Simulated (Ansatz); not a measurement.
Start from `C/[C]([AlH2])=C\[SiH3]` and change one atom or group to get `C/C(N)=C\[SiH3]`.

Ansatz, PBE0-D4/def2-TZVP geometries, multiplicity 1. Each molecule was computed in one conformer, which needn't be the lowest.

```
                             property  `C/[C]([AlH2])=C\[SiH3]`
HOMO energy (ωB97M-V/def2-TZVPP) / eV                     -9.68
  LUMO energy (B3LYP/def2-TZVPP) / eV                     -2.01
LUMO energy (ωB97M-V/def2-TZVPP) / eV                     -0.11
HOMO–LUMO gap (B3LYP/def2-TZVPP) / eV                      5.32
 HOMO–LUMO gap (PBE0/def2-TZVPP) / eV                      5.70
  HOMO–LUMO gap (PBE/def2-TZVPP) / eV                      3.69
```

(1) What does the change do to each property? (Estimate.)

Results:

(1) Ansatz gave: 
```json
{"property": "HOMO energy (ωB97M-V/def2-TZVPP) / eV", "`C/C(N)=C\\[SiH3]`": "-8.28", "shift": "1.40"}
{"property": "LUMO energy (B3LYP/def2-TZVPP) / eV", "`C/C(N)=C\\[SiH3]`": "-0.04", "shift": "1.97"}
{"property": "LUMO energy (ωB97M-V/def2-TZVPP) / eV", "`C/C(N)=C\\[SiH3]`": "2.03", "shift": "2.14"}
{"property": "HOMO–LUMO gap (B3LYP/def2-TZVPP) / eV", "`C/C(N)=C\\[SiH3]`": "5.87", "shift": "0.55"}
{"property": "HOMO–LUMO gap (PBE0/def2-TZVPP) / eV", "`C/C(N)=C\\[SiH3]`": "6.30", "shift": "0.60"}
{"property": "HOMO–LUMO gap (PBE/def2-TZVPP) / eV", "`C/C(N)=C\\[SiH3]`": "4.29", "shift": "0.60"}
```

With PBE0 the HOMO rises by 1.39 eV and the LUMO rises by 1.99 eV, so the gap widens by about 0.60 eV. PBE moves the HOMO by 1.29 eV and ωB97M-V by 1.40 eV.

B3LYP here is the variant with VWN-RPA as its local correlation; programs differ in this.
